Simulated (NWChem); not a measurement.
System: CH3ISTe; SMILES [Te](I)SC

Here is an NWChem input.

```
start job
memory heap 200 mb stack 900 mb global 1100 mb
geometry units angstroms noautosym nocenter noautoz
  Te    -0.864611    -0.724580    -0.046271
  I      0.124091     1.828514     0.064964
  S      0.996636    -2.033459     0.633612
  C      1.988838    -2.218145    -0.876004
  H      1.414112    -2.693025    -1.681981
  H      2.833082    -2.867800    -0.598786
  H      2.379208    -1.245918    -1.206607
end
basis spherical
  * library def2-svpd
end
ecp
  Te library def2-ecp
  I library def2-ecp
end
dft
  xc b3lyp
  iterations 150
end
property
  response 1 0.0
end
task dft property
```

Geometry: optimised at PBE0/def2-SVP. Not confirmed as a minimum by frequencies. def2 effective core potentials on Te, I; no spin-orbit coupling.

Static field.

### Question
What results follow from this input? (B3LYP/def2-SVPD with def2 effective core potentials on Te, I.) Quantities: isotropic polarisability (bohr³); anisotropy (bohr³).

### Answer
| Property | Value |
|---|---|
| isotropic polarisability (bohr³) | 119.5 |
| anisotropy (bohr³) | 62.2 |
